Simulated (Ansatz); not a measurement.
Task: Name a neutral molecule of C, F, In, O and H with LUMO energy (PBE/def2-TZVPP) between -3.90 and -3.60 eV and LUMO energy (B3LYP/def2-TZVPP) between -3.20 and -2.90 eV (Ansatz, PBE0-D4/def2-TZVP geometry).

Result: `C[O][In]([F])[F]` (-3.71 eV, -3.16 eV); `[F][In]([F])[O]CC(F)(F)F` (-3.62 eV, -3.06 eV). Other molecules can fit too; these were computed, each in one conformer that needn't be the lowest.

B3LYP here is the variant with VWN-RPA as its local correlation; programs differ in this.
